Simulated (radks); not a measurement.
Pb V, 78 electrons, occupied as [Kr] 4d10 4f14 5s2 5p5 5d10 6s1 (not the ground configuration). Calculated with a radial shooting solver on a logarithmic mesh with Libxc functionals: scalar-relativistic Kohn-Sham, r2SCAN, spin-polarised, spherical densities, finite nucleus; open shells are filled with parallel spins first (spin-orbit coupling, left out, can overturn this in heavy ions); meta-GGA in the generalised Kohn-Sham scheme; Fermi nuclear charge, rms radius 5.5012 fm.

Normalised radial functions P(r) = r R(r), r in bohr:

```
   r/bohr * 5d down, o 6s down (the largest magnitude, 1.03, reaches the edge; | marks zero, & curves that meet)
0.0009523                             *o
   0.0011                             *o
  0.00128                             *o
 0.001479                             *o
 0.001708                             * o
 0.001972                             * o
 0.002296                             * o
 0.002652                             * o
 0.003062                             * o
 0.003565                             * o
 0.004117                             * o
 0.004755                             *  o
 0.005535                             *  o
 0.006393                             *  o
 0.007383                             *  o
 0.008526                             * o
 0.009926                             * o
  0.01146                             * o
  0.01324                             * o
  0.01541                             *o
   0.0178                             o*
  0.02056                            o|*
  0.02393                            o|*
  0.02764                           o | *
  0.03192                          o  | *
  0.03686                         o   |  *
  0.04291                         o   |   *
  0.04956                         o   |    *
  0.05723                          o  |     *
  0.06663                           o |      *
  0.07695                             o       *
  0.08887                             | o      *
   0.1035                             |   o    *
   0.1195                             |     o  *
    0.138                             |     o*
   0.1594                             |   &
   0.1855                             *o
   0.2142                        * o  |
   0.2474                    *  o     |
    0.288                *    o       |
   0.3327               *      o      |
   0.3842                 *       o   |
   0.4473                      *      |o
   0.5165                            *|      o
   0.5965                             |      *   o
   0.6889                             |           o  *
    0.802                             |         o           *
   0.9262                             |   o                     *
     1.07                         o   |                          *
    1.245                 o           |                        *
    1.438           o                 |                     *
    1.661       o                     |                *
    1.934       o                     |           *
    2.233          o                  |       *
    2.579              o              |    *
    2.978                   o         | *
    3.467                       o     |*
    4.004                          o  *
    4.625                            o*
    5.384                             &
    6.218                             &
```

5d down: eigenvalue -66.126 eV, 2 radial nodes at r = 0.183, 0.521 bohr, <r> = 1.23 bohr, 90 % of the charge inside 1.82 bohr. 6s down (empty): eigenvalue -48.675 eV, 5 radial nodes at r = 0.0187, 0.0753, 0.194, 0.435, 1.00 bohr, <r> = 1.97 bohr, 90 % of the charge inside 2.81 bohr.
